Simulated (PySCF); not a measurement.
Atoms are numbered as in `[CH3:1][B:2]([CH3:3])[c:4]1[cH:5][cH:6][cH:7][s:8]1`; H(Xn) means a hydrogen on atom n.

Geometry: PBE0-D3(BJ)/def2-SVP; GIAO shifts from PySCF, gas phase, non-relativistic, averaged over equivalent atoms.

At B3LYP/pcSseg-1 (188 basis functions, 26 s wall time on 1 thread of an Arm Neoverse V1, shared host):
| atoms | δ (ppm) |
| --- | --- |
| C4 | 157.4 |
| C7 | 146.1 |
| C5 | 143.4 |
| C6 | 134.1 |
| C1/C3 | 11.2 |
| B2 | 69.1 |
| S8 | 269.7 |
| H(C5) | 7.76 |
| H(C7) | 7.55 |
| H(C6) | 7.22 |
| H(C1)/H(C3) | 1.11 |

Shifts are taken against calculated references (same method and geometry level): TMS for $^{13}$C (σref 179.24) and $^{1}$H (σref 31.38); $^{11}$B (σref 97.83) against BF3·OEt2; $^{33}$S (σref 485.41) against CS2.

Problem. What do these become at PBE0/pcSseg-1?

Solution. 
```json
{"atoms": "C4", "δ at PBE0/pcSseg-1": "155.2", "change": "-2.2"}
{"atoms": "C7", "δ at PBE0/pcSseg-1": "145.0", "change": "-1.1"}
{"atoms": "C5", "δ at PBE0/pcSseg-1": "143.2", "change": "-0.2"}
{"atoms": "C6", "δ at PBE0/pcSseg-1": "133.9", "change": "-0.2"}
{"atoms": "C1/C3", "δ at PBE0/pcSseg-1": "11.7", "change": "+0.5"}
{"atoms": "B2", "δ at PBE0/pcSseg-1": "68.4", "change": "-0.7"}
{"atoms": "S8", "δ at PBE0/pcSseg-1": "255.3", "change": "-14.4"}
{"atoms": "H(C5)", "δ at PBE0/pcSseg-1": "7.87", "change": "+0.11"}
{"atoms": "H(C7)", "δ at PBE0/pcSseg-1": "7.68", "change": "+0.13"}
{"atoms": "H(C6)", "δ at PBE0/pcSseg-1": "7.35", "change": "+0.13"}
{"atoms": "H(C1)/H(C3)", "δ at PBE0/pcSseg-1": "1.15", "change": "+0.04"}
```

References, each an isolated molecule treated in the same way: $^{13}$C (184.41 ppm) and $^{1}$H (31.27 ppm) vs TMS; $^{11}$B (100.73 ppm) vs BF3·OEt2; CS2 for $^{33}$S (495.66 ppm).

The largest change is at S8 (aromatic ring sulfur). Cost: 188 basis functions, 36 s wall time on 1 thread of an Arm Neoverse V1, shared host. The order of the carbon signals is the same at both levels.

A carbon bonded to boron is broadened by the quadrupolar boron nucleus and is often missing from a measured spectrum.
